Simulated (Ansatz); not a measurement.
Geometry optimisation, RKS B3LYP-D4/def2-SVP in Ansatz.

Input:

```yaml
crystal:
  periodic: [false, false, false]
  atoms:
    - { symbol: Zn, position_ang: [0.849703, -0.375453, -0.457104] }
    - { symbol: O, position_ang: [-0.16522, 0.233723, 2.275287] }
    - { symbol: H, position_ang: [-0.571334, -0.565239, 2.636329] }
    - { symbol: O, position_ang: [-0.347208, -0.205973, -1.763032] }
    - { symbol: H, position_ang: [-0.038227, -0.51553, -2.626414] }
    - { symbol: H, position_ang: [1.891945, -0.563153, 0.687139] }
    - { symbol: H, position_ang: [0.75844, -0.048975, 2.075594] }
basis:
  gaussian: { orbitals: def2-SVP }
hamiltonian:
  xc: b3lyp
  dispersion: d4
relax:
  f_tol: 0.03
  max_steps: 50
```

Run as:

```bash
$ ansatz run input.yaml --threads 1 --pin off --max-ram 2048MiB --backend cpu --events-out ev --progress --plain --runs-dir out
```

Where does it end, and by what steps?

The run converged. After 16 steps the energy has fallen by 0.681 eV; H3 moved furthest, 1.74 Å. Joined: Zn1–O2 (2.98 → 2.22 Å).

```
step  energy less start (eV)  largest force component (eV/Å)  accepted
   0                  0.0000                           0.708       yes
   1                 -0.0216                           1.749       yes
   2                 -0.0930                           2.413       yes
   3                 -0.2021                           1.539       yes
   4                 -0.2986                           0.913       yes
   5                 -0.3410                           0.834       yes
   6                 -0.3802                           1.001       yes
   7                 -0.4276                           0.594       yes
   8                 -0.4626                           0.907       yes
   9                 -0.5100                           0.953       yes
  10                 -0.5659                           0.940       yes
  11                 -0.6410                           0.280       yes
  12                 -0.6496                           0.816       yes
  13                 -0.6491                           0.393        no
  14                 -0.6779                           0.328       yes
  15                 -0.6805                           0.114       yes
  16                 -0.6813                           0.030       yes
```

```xyz
7
Properties=species:S:1:pos:R:3
Zn 1.310 -0.365 -0.059
O 0.066 0.170 1.695
H -0.637 0.045 1.007
O -0.428 -0.471 -0.643
H -0.672 -0.479 -1.574
H 2.836 -0.437 0.033
H -0.098 -0.504 2.369
```

Whether the end is a true minimum wasn't checked by a vibrational analysis.

The run took 45 s on 1 thread of Arm Neoverse V2 (shared host), peak memory 0.15 GiB.
